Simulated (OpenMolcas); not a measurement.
# Ti2+ in MgO: curves along the breathing mode

Ti2+ with its 6 nearest oxide ions, on the Mg site of MgO (a = 4.2112 Å, distance in the model lattice 2.106 Å). The rest of the host is ab initio model potentials to 7.6 Å, with orthogonalisation functions on the cations behind the ligands, and point charges beyond; the distance is set by hand and nothing relaxes. Ligand basis ANO-RCC-VDZP.

```yaml
Program: OpenMolcas 26.06
Method: CASSCF
Basis: ANO-RCC-VDZP [5s4p2d1f]
Scalar_Hamiltonian: DKH2, point nucleus
Active_space: 2 electrons in 5 orbitals (3d)
State_averaging: 2S+1 = 3 even, 10 roots; 2S+1 = 1 even, 15 roots
Spin-orbit_coupling: RASSI with atomic mean-field integrals over the reference wave functions
```

Spin-free energies (labels of O, the rotations of Oh) in cm-1 above the lowest fitted minimum, as all ligands move together:

| R (Å) | 3T1 | 1T2 | 1E | 3T2 | 1A1 | 3T1(2) | 1T2(2) |
| --- | --- | --- | --- | --- | --- | --- | --- |
| 2.048 | 5260 | 16130 | 16180 | 25220 | 29060 | 35800 | 37980 |
| 2.096 | 1070 | 11980 | 12050 | 19560 | 24760 | 30220 | 32380 |
| 2.145 | 50 | 10990 | 11080 | 17190 | 23630 | 27910 | 30060 |
| 2.193 | 2060 | 13040 | 13150 | 18020 | 25540 | 28790 | 30930 |
| 2.241 | 6970 | 17990 | 18120 | 21890 | 30350 | 32700 | 34830 |
| 2.289 | 14790 | 25840 | 25990 | 28780 | 38060 | 39630 | 41740 |
| 2.338 | 25870 | 36940 | 37120 | 39020 | 49030 | 49900 | 52000 |

Cubic fits give the following; the wavenumber is harmonic, with the mass of all moving ligands, small differences in it between states hang on the degree of the fit, a number in brackets counts states of one label, and the table is a selection of at most 14 states with clean curves.

| State | R0 (Å) | Breathing mode (cm-1) | Minimum (cm-1) |
| --- | --- | --- | --- |
| 3T1 | 2.137 | 677 | 0 |
| 1T2 | 2.137 | 677 | 10940 |
| 1E | 2.136 | 677 | 11030 |
| 3T2 | 2.157 | 691 | 17090 |
| 1A1 | 2.139 | 677 | 23600 |
| 3T1(2) | 2.156 | 690 | 27820 |
| 1T2(2) | 2.156 | 690 | 29970 |
| 1T1 | 2.156 | 689 | 32760 |
| 3A2 | 2.176 | 703 | 35890 |
| 1E(2) | 2.176 | 700 | 49610 |
| 1A1(2) | 2.174 | 697 | 65840 |

The minimum of 3T2 is shifted by +0.0194 Å against 3T1 (from the unrounded fits). With M = 96.0 u for the moving shell, the Huang-Rhys factor in this mode is S = M ω ΔR² / 2ħ = 0.01483 × 96.0 × 677 × 0.0194² = 0.36. Only the first shell moves, against a rigid host.

An orbital triplet at a regular site is open to Jahn-Teller coupling, which can distort the site and quench the lowest spin-orbit gaps and is left out. Without dynamic correlation the repulsion within the d shell is too large (B by tens of per cent), so at a given field states of lower spin stand too high. Ligand-to-metal charge-transfer states are missing. With no ligand orbital active B as a rule stays too high, so bands that hang on it stand too high and its fall with covalency is understated. With metal d orbitals alone and no dynamic correlation 10Dq can be off by a tenth to a fifth, either way, in oxide and fluoride hosts. No measured value stands beside these numbers.
